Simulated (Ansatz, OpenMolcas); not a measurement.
**How basis sets differ on SiAsNH6 (SMILES N[AsH][SiH3])**

The species is SiAsNH6 (9 atoms), meant as a singlet with charge 0. As SMILES, `N[AsH][SiH3]`. The shape is that of a PBE0-D4/def2-TZVP optimisation. This is one conformer, not always the lowest.

```xyz
9

N    -1.1011    0.7190   -1.1456
As    0.7351    0.4381   -0.9889
Si    0.5573   -1.0647    0.8286
H    -1.3037    1.2914   -1.9543
H    -1.5253    1.1443   -0.3323
H     1.1441    1.5926   -0.0598
H     1.8895   -1.1940    1.4779
H     0.1239   -2.3933    0.3267
H    -0.4312   -0.5797    1.8306
```

Each level gives the dipole moment (D). The values are calculated.

```csv
level,kind,program,value (D),CPU time
HF/ANO-RCC-MB (DKH2),Hartree–Fock,OpenMolcas,1.86,8.3 s
HF/STO-3G,Hartree–Fock,Ansatz,1.62,2.1 s
HF/3-21G,Hartree–Fock,OpenMolcas,1.68,2.9 s
HF/def2-SVP,Hartree–Fock,Ansatz,1.42,8.4 s
HF/6-311G**,Hartree–Fock,Ansatz,1.39,8.7 s
HF/def2-TZVP,Hartree–Fock,Ansatz,1.35,19 s
```

All-electron rows without a relativistic Hamiltonian named are non-relativistic. The values span 1.35 to 1.86 D. Magnitudes only. Sets without polarisation functions give poor dipoles. Without the sets that lack polarisation functions the rows with a basis span only 1.35 to 1.42 D. CPU times are rough (shared hosts, several kinds of processor and program).
